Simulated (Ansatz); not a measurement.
Calculated with Ansatz (gas phase, PBE0-D4/def2-TZVP geometries, no zero-point term in ΔE). CBS: MP2 limit from def2 TZ/QZ plus the TZ coupled-cluster correction, frozen cores. This one scheme is used for every species. Double bonds are as drawn, so ΔE can hold a change between cis and trans. Functionals use def2-TZVPP. B3LYP here is the variant with VWN-RPA as its local correlation; programs differ in this. One conformer a species, not always the lowest.

`C/C([SiH3])=C\N` → `C/C=C/N` + `[SiH2]`  (silylene formation by 1,1-elimination)

```
         level  ΔE (kJ/mol)
      B3LYP-D4        244.0
MP2/def2-QZVPP        269.3
```

Task: What does CCSD(T)/CBS give? (Estimate.)

Result: Computed: +247.6 kJ/mol. The listed levels differ from it by -3.6, 21.7 kJ/mol.

Largest T1 diagnostic among the species: 0.014.

From PBE to PBE0 (25 % exact exchange), in def2-TZVPP and without D4, ΔE moves by +8.5 kJ/mol. In def2-TZVPP, CCSD(T) changes the Hartree–Fock value by +20.6 kJ/mol (the triples alone add +6.7 kJ/mol) and MP2 by +45.0 kJ/mol. The D4 term adds +17.4 kJ/mol with B3LYP and +9.5 kJ/mol with PBE0; it sums over pairs of atoms, weighted by their polarisabilities, and B3LYP, whose exchange is more repulsive, gets the larger term.
